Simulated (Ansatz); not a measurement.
Computed with frozen-core CCSD(T)/cc-pVDZ // PBE0-D3(BJ)/def2-SVP run with Ansatz (an electronic-structure program). The restricted HF reference is unstable towards unrestricted orbitals.

Ansatz 0.2 input:
```yaml
crystal:
  periodic: [false, false, false]
  atoms:
    - { symbol: B, position_ang: [-3.309462, -1.101633, -0.1906] }
    - { symbol: C, position_ang: [-1.992435, -0.30576, -0.156625] }
    - { symbol: C, position_ang: [-2.078605, 1.094733, -0.331298] }
    - { symbol: C, position_ang: [-1.091297, 2.076246, -0.351804] }
    - { symbol: C, position_ang: [0.290438, 1.937811, -0.201462] }
    - { symbol: C, position_ang: [1.036829, 0.781629, 0.007888] }
    - { symbol: C, position_ang: [2.427591, 0.71931, 0.14976] }
    - { symbol: C, position_ang: [2.784019, -0.629142, 0.344308] }
    - { symbol: O, position_ang: [4.049903, -1.022618, 0.513315] }
    - { symbol: C, position_ang: [1.634266, -1.439127, 0.329411] }
    - { symbol: C, position_ang: [0.518938, -0.609279, 0.122939] }
    - { symbol: C, position_ang: [-0.799152, -1.036715, 0.046077] }
    - { symbol: H, position_ang: [-3.301512, -2.303799, -0.046082] }
    - { symbol: H, position_ang: [-4.364109, -0.532429, -0.361234] }
    - { symbol: H, position_ang: [-3.097568, 1.46848, -0.474779] }
    - { symbol: H, position_ang: [-1.445797, 3.099384, -0.507674] }
    - { symbol: H, position_ang: [0.872531, 2.864274, -0.255129] }
    - { symbol: H, position_ang: [3.122131, 1.557057, 0.117461] }
    - { symbol: H, position_ang: [4.075894, -1.978724, 0.62929] }
    - { symbol: H, position_ang: [1.603372, -2.522087, 0.455029] }
    - { symbol: H, position_ang: [-0.935975, -2.117612, 0.161209] }
basis:
  gaussian: { orbitals: cc-pVDZ }
correlation:
  method: ccsd_t
```

Output:

```
Functional definition: HF
1970 factors; integrals over basis functions are off by at most 1.3e-3 eV
mean field evaluation 1: about -13148.7268 eV, gradient 4.2e1 eV
mean field evaluation 2: about -13149.2946 eV, gradient 4.2e1 eV
mean field evaluation 4: about -13154.9531 eV, gradient 6.5e0 eV
mean field evaluation 8: about -13155.0748 eV, gradient 3.8e-1 eV
mean field evaluation 16: about -13155.0766 eV, gradient 2.3e-6 eV
mean field -13155.07660941 eV, -483.4401485648 hartree, gradient 2.3e-6 eV, S^2 0.000000; 0 other end points of the search recorded, 0 dependent functions left out; unrestricted orbitals would lower it
12 core orbitals not correlated
reference -13155.07660941 eV, -483.4401485648 hartree; 29, 29 occupied and 172, 172 virtual orbitals, 1970 factors
second order -42.76364632 eV of doubles, -0.00000000 eV of singles
cycle   1  -42.53782749 eV  change    2.3e-1 eV  update   1.9e-1
cycle   2  -43.77838577 eV  change    -1.2e0 eV  update   7.5e-2
cycle   3  -44.14255859 eV  change   -3.6e-1 eV  update   3.7e-2
cycle   4  -44.19108347 eV  change   -4.9e-2 eV  update   1.2e-2
cycle   5  -44.18611018 eV  change    5.0e-3 eV  update   7.8e-3
cycle   6  -44.18703813 eV  change   -9.3e-4 eV  update   3.3e-3
cycle   7  -44.18708328 eV  change   -4.5e-5 eV  update   1.6e-3
cycle   8  -44.18660762 eV  change    4.8e-4 eV  update   6.7e-4
cycle   9  -44.18655531 eV  change    5.2e-5 eV  update   3.1e-4
cycle  10  -44.18683171 eV  change   -2.8e-4 eV  update   1.4e-4
cycle  11  -44.18656746 eV  change    2.6e-4 eV  update   8.9e-5
cycle  12  -44.18661414 eV  change   -4.7e-5 eV  update   4.7e-5
perturbative correction -2.09476225 eV, -0.0769810929 hartree
Total energy: -13201.35798580 eV, -485.1409577764 hartree
```

Cost: around 22 core-minutes (rough).
